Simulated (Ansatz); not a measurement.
Computed with Ansatz on PBE0-D4/def2-TZVP structures; ΔE is electronic, products minus reactants. CCSD(T)/CBS adds triple-zeta CCSD(T) − MP2 to the extrapolated MP2 energy (def2 sets, frozen cores). Each species was taken in one conformer, which may not be the lowest.

Consider the redistribution: `CS[SiH](N)Cl` + `C[SiH2]B(F)F` → `CS[SiH](F)Cl` + `C[SiH2]B(N)F`.

| species | CCSD(T)/CBS(def2) energy (Eh) |
| --- | --- |
| `CS[SiH](N)Cl` | -1243.11728 |
| `C[SiH2]B(F)F` | -554.64086 |
| `CS[SiH](F)Cl` | -1287.03339 |
| `C[SiH2]B(N)F` | -510.74426 |

(1) Work out ΔE.

Largest T1 diagnostic among the species: 0.013.

Results:

(1) ΔE = (-1287.03339) + (-510.74426) − (-1243.11728) − (-554.64086) = -0.01951 Eh = -0.53 eV.
